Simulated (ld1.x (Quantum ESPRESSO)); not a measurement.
# carbon: variants of one ultrasoft potential

Base potential:

ld1.x (Quantum ESPRESSO) 7.5 input, shortened:

```
&input
   title='C', zed=6., rel=1, dft='PBE', iswitch=3,
   config='[He] 2s2 2p1.5 3d-2'
 /
 &inputp
   pseudotype=3, tm=.true., lloc=-1, rcloc=2.10,
   nlcc=.true.,
   which_augfun='PSQ', rmatch_augfun_nc=.true.
 /
5
2S  1  0   2.00   0.00  1.05  1.20  0.0
2S  1  0   0.00   1.25  1.05  1.20  0.0
2P  2  1   1.50   0.00  2.60  3.25  0.0
2P  2  1   0.00   2.50  2.60  3.25  0.0
3D  3  2  -2.00  -0.05  2.50  2.95  0.0
 &test
   configts(1)='2s2 2p1.5'
 /
```

Cutoffs, loose and tight: the cutoffs (Ry, on a coarse ladder) from which the occupation-weighted sum of valence levels, in a spherical-Bessel basis at the reference potential, stays within 10 and 1 mRy of its value at 400 Ry. They do not see the model core or the augmentation charge, which bear on the density cutoff. Test errors are all-electron minus pseudo excitation energies from the reference, over the configurations 2s2 2p2; 2s2 2p1; 2s2 2p0; 2s0 2p4; 2s1 2p3; 2s2 2p2.3; 2s1 2p0. A dash means not determined; rows that change the core or the reference have their own tests. The largest error is taken over the tests solved by every variant that gives reliable tests at all: 2s0 2p4; 2s1 2p0; 2s1 2p3; 2s2 2p0; 2s2 2p1; 2s2 2p2.

```tsv
change	outcome	cutoff, loose	cutoff, tight	bound ghosts	largest test error (meV)
base	generated	8 Ry	25 Ry	none	+443
wave 2s channel at 1.25 Ry: rcut 1.05, rcutus 1.20 bohr becomes 2s channel at -1.29 Ry: rcut 1.05, rcutus 1.20 bohr	generated	8 Ry	25 Ry	none	+447
wave 2s channel at 1.25 Ry: rcut 1.05, rcutus 1.20 bohr becomes 2s channel at -1.25 Ry: rcut 1.05, rcutus 1.20 bohr	generated	8 Ry	25 Ry	none	+447
wave 2s channel at 1.25 Ry: rcut 1.05, rcutus 1.20 bohr becomes 2s channel at -1.09 Ry: rcut 1.05, rcutus 1.20 bohr	generated	8 Ry	25 Ry	none	+446
wave 2s channel at 1.25 Ry: rcut 1.05, rcutus 1.20 bohr becomes 2s channel at -0.94 Ry: rcut 1.05, rcutus 1.20 bohr	generated	8 Ry	25 Ry	none	+445
wave 2s channel at 1.25 Ry: rcut 1.05, rcutus 1.20 bohr becomes 2s channel at -0.72 Ry: rcut 1.05, rcutus 1.20 bohr	generated	8 Ry	25 Ry	none	+445
wave 2s channel at 1.25 Ry: rcut 1.05, rcutus 1.20 bohr becomes 2s channel at -0.3 Ry: rcut 1.05, rcutus 1.20 bohr	generated	8 Ry	25 Ry	none	+445
wave 2s channel at 1.25 Ry: rcut 1.05, rcutus 1.20 bohr becomes 2s channel at 0.44 Ry: rcut 1.05, rcutus 1.20 bohr	generated	8 Ry	25 Ry	none	+444
wave 2s channel at 1.25 Ry: rcut 1.05, rcutus 1.20 bohr becomes 2s channel at 1.27 Ry: rcut 1.05, rcutus 1.20 bohr	generated	8 Ry	25 Ry	none	+443
wave 2s channel at 1.25 Ry: rcut 1.05, rcutus 1.20 bohr becomes 2s channel at 2.73 Ry: rcut 1.05, rcutus 1.20 bohr	generated	8 Ry	25 Ry	none	+442
wave 2s channel at 1.25 Ry: rcut 1.05, rcutus 1.20 bohr becomes 2s channel at 4.98 Ry: rcut 1.05, rcutus 1.20 bohr	generated	8 Ry	25 Ry	none	+440
```
